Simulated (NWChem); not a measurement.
Species: CdHOBr; SMILES [Br][Cd][OH]

```xyz
4

Cd    -0.4751     0.5221     0.0001
Br     0.3928    -1.7175    -0.0001
O     -1.2864     2.3121     0.0010
H     -0.6144     3.0037    -0.0075
```
Atoms are numbered in this order, from 1.

Program: NWChem. All runs use the structure optimised with PBE0/def2-SVP. def2 effective core potentials on Cd; no spin-orbit coupling. Level: PBE0/def2-SVPD; rows give the wavelength of the field.

Problem. Order these by “anisotropy (bohr³)”, lowest first: 1065 nm; static; 589 nm.

Solution. static (35.9), 1065 nm (36.8), 589 nm (38.9)
